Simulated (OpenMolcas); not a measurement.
Hf I.

```yaml
Program: OpenMolcas
Basis: ANO-RCC-VTZP [8s7p5d3f2g1h]
Scalar_Hamiltonian: DKH2, point nucleus
Active_space: 2 electrons in 5 orbitals (5d)
State_averaging: 2S+1 = 3 even, 10 roots; 2S+1 = 1 even, 15 roots
Spin-orbit_coupling: state interaction with AMFI integrals over the reference wave functions, term energies averaged over their components
```

Two sets of levels on these reference wave functions, in cm⁻¹ above 5d² 6s² ³F₂: one from CASSCF and one from SS-CASPT2, IPEA 0.25 Eh, imaginary shift 0.1 Eh (closed shells correlated: 5s 5p 6s).

```
             Level  Set 1  Set 2
       5d² 6s² ³F₂    0.0    0.0
       5d² 6s² ³F₃   2540   2760
       5d² 6s² ³F₄   5120   5280
5d² 6s² ¹D₂ [65 %]   9380   6790
       5d² 6s² ³P₀   9570   7680
       5d² 6s² ³P₁  10830   9290
5d² 6s² ³P₂ [68 %]  13560  11630
       5d² 6s² ¹G₄  14220  12540
       5d² 6s² ¹S₀  30250  21020
```

Question: Which set is which?

Answer: Set 2 is SS-CASPT2. Its levels of the other terms of 5d² 6s² lie at 0.69 to 0.88 of the other set's values, as expected, since terms of lower spin or lower L gain more correlation energy than the Hund ground term. Against 8 measured levels (NIST Handbook of Basic Atomic Spectroscopic Data) the mean absolute deviation is 1600 cm-1 with it and 3900 cm-1 without; single levels miss by up to 2700 cm-1 with it.

Term energies are means over components that CASPT2 splits; among the terms shown or strongly mixed into the levels shown the widest spread is 720 cm-1 (5d² 6s² ¹G, SS-CASPT2). Over all roots computed the reference weight is 0.85 to 0.91 in SS-CASPT2; the roots of lowest weight are the least certain, and an intruder state may touch them. With the s shell closed, the reference lacks s² → p², s² → d² and s → d mixing, so excited terms can stand far too high and out of order, with CASPT2 too. Without dynamic correlation excited terms often stand tens of per cent too high (terms of higher spin than the ground term too low), and those without a measured partner can miss by more than the paired ones (holds for CASSCF). Some levels mix across a computed gap that differs much from the measured one, so their mixing is not that of the real levels (holds for SS-CASPT2). Some terms miss by over 15 % even with CASPT2, which points to a basis or an active space too small for the shells correlated (holds for SS-CASPT2). Measured partners are found by configuration, term and J. A level has none where our copy of the source lacks it or the pairing is in doubt (some pairs that miss far off the trend of their configuration count as doubtful), and it then counts in no deviation. Only configurations of the active space appear.

A share in square brackets marks a mixed level and gives the weight of the term that names it, the lowest over the columns.
